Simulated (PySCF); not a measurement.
CH₇NOSi, SMILES CO[SiH2]N.

Geometry: B3LYP-D3(BJ)/def2-SVP. One conformer was computed; it need not be the lowest.

Method: PySCF with CAM-B3LYP/def2-TZVP.

Isolated molecule, no solvent.

```yaml
total_energy: -461.86484 hartree
point_group: Cs
highest_occupied_level: -9.27 eV
lowest_empty_level: 1.52 eV
orbital_gap: 10.79 eV
dipole_moment: 0.52 D
quadrupole, principal values (traceless, Buckingham form, about the centre of nuclear charge): -6.63, -0.36, 6.99 D·Å
mean_static_polarisability: 48.9 bohr³ (7.25 Å³)
polarisability_principal_values: 44.7, 45.7, 56.4 bohr³
```
